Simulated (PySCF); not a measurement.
BH7O3Si3.
Bonds: B1–Si2, Si2–O3, O3–Si4, Si4–O5, O5–Si6, Si6–O7, Si2–O7. Hydrogens: H8, H9 on B1; H10 on Si2; H11, H12 on Si4; H13, H14 on Si6.

Level: CAM-B3LYP/def2-SVPD in PySCF, non-relativistic, on one gas-phase PBE0-D3(BJ)/def2-SVP geometry that isn't relaxed in the solvent. The solvent is an IEF-PCM continuum (van der Waals radii × 1.2), and excitations are vertical TDDFT with non-equilibrium linear response and a frozen core. The model holds no explicit solvent molecules, cavitation or dispersion.

Gas-phase singlets (H = HOMO, L = LUMO):

```csv
state,E (eV),λ (nm),f,leading configuration
S1,3.848,322,0.002,H→L 84%
S2,5.427,228,0.000,H-5→L 91%
S3,6.323,196,0.001,H-1→L 67%
S4,6.355,195,0.026,H-2→L 92%
S5,6.753,184,0.003,H-4→L 92%
```

Question: What are the lowest 5 singlets in chloroform (ε = 4.711)?

Answer: 
```json
{"state": "S1", "E (eV)": "3.902", "λ (nm)": "318", "f": "0.003", "leading configuration": "H→L 85%", "change by rank (eV)": "+0.054"}
{"state": "S2", "E (eV)": "5.424", "λ (nm)": "229", "f": "0.000", "leading configuration": "H-5→L 87%", "change by rank (eV)": "-0.003"}
{"state": "S3", "E (eV)": "6.422", "λ (nm)": "193", "f": "0.001", "leading configuration": "H-1→L 67%", "change by rank (eV)": "+0.099"}
{"state": "S4", "E (eV)": "6.462", "λ (nm)": "192", "f": "0.033", "leading configuration": "H-2→L 91%", "change by rank (eV)": "+0.107"}
{"state": "S5", "E (eV)": "6.900", "λ (nm)": "180", "f": "0.004", "leading configuration": "H-4→L 90%", "change by rank (eV)": "+0.147"}
```

Question: The ground-state energy changes by -0.059 eV from gas to chloroform. By how much does the total energy of gas-phase S1 change?

Answer: E(S1) = E(S0) + excitation energy, so it changes by -0.059 + 0.054 = -0.005 eV: it is lowered less than the ground state, which is what a blue shift means. This is the vertical state, with the slow part of the continuum still set for S0.

Question: How do the frontier levels move from gas to chloroform?

Answer: 
| orbital | gas (eV) | solvent (eV) | change (eV) | Löwdin shares, gas | Löwdin shares, solvent |
| --- | --- | --- | --- | --- | --- |
| LUMO+2 | 1.18 | 1.23 | +0.05 | Si4 15 %, Si6 15 %, O5 14 %, O3 8 % | O5 15 %, Si4 14 %, Si6 14 %, O3 8 % |
| LUMO+1 | 1.00 | 1.08 | +0.08 | Si4 22 %, Si6 21 %, B1 15 %, Si2 7 % | Si4 23 %, Si6 22 %, B1 12 %, O5 7 % |
| LUMO | -1.53 | -1.35 | +0.18 | B1 55 %, Si2 14 %, H9 10 %, H8 9 % | B1 54 %, Si2 14 %, H9 10 %, H8 9 % |
| HOMO | -9.27 | -9.18 | +0.09 | B1 21 %, Si2 18 %, O7 12 %, O3 12 % | B1 22 %, Si2 18 %, O7 12 %, O3 12 % |
| HOMO-1 | -10.20 | -10.14 | +0.06 | O5 30 %, Si4 11 %, Si6 10 %, H12 8 % | O5 29 %, Si4 12 %, Si6 11 %, H12 8 % |
| HOMO-2 | -10.51 | -10.45 | +0.06 | O3 20 %, O7 19 %, Si6 12 %, Si4 12 % | O3 20 %, O7 19 %, Si6 13 %, Si4 12 % |
| HOMO-3 | -11.24 | -11.21 | +0.03 | O5 43 %, O3 20 %, O7 14 %, Si2 6 % | O5 40 %, O3 19 %, O7 13 %, Si2 7 % |

The HOMO–LUMO gap goes from 7.74 to 7.82 eV.
